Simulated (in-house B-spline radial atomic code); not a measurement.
Checks on a self-consistent run for the aluminium ion Al³⁺, [He] 2s1 2p6 (5d3/2)1. Level of theory: Dirac-Hartree-Fock, average of the jj configuration, Fermi nucleus of rms radius 3.061 fm; calculated with an all-electron radial atomic-structure program (B-spline basis).

```csv
orbital,q,ε (Eh),<1/r>,<r²>,small-component weight
1s1/2,2,-61.26378,12.6404,0.019395,0.0021139
2s1/2,1,-7.31908,2.43882,0.425683,0.00031138
2p1/2,2,-5.49811,2.30508,0.403126,0.00028409
2p3/2,4,-5.47833,2.29587,0.405251,0.00028301
5d3/2,1,-0.32985,0.17086,78.7516,9.7871e-06
```

Electron-electron repulsion V_ee = 71.6183 hartree.

Q: What total energy follows from the eigenvalues?

A: The eigenvalues count the repulsion twice, so E = Σqε - V_ee = -163.086 - 71.618 = -234.704 hartree; the run printed -234.704.

Q: Does the Dirac virial theorem hold?

A: For a point nucleus E = -2c²Σq·w, with w the small-component weight. Here Σq·w = 0.0062492 and c = 137.0360, so the ratio E/(-2c²Σq·w) is 1.000001.

Q: What diamagnetic shielding (Lamb formula) and susceptibility (Langevin formula) do the radii give?

A: σ = (α²/3)Σq<1/r> = 41.6842/(3·137.036²) = 739.91 ppm, and χ = -0.79199×10⁻⁶·Σq<r²> = -64.66×10⁻⁶ cm³/mol with Σq<r²> = 81.643 bohr². Both are non-relativistic formulas without the paramagnetism of open shells.
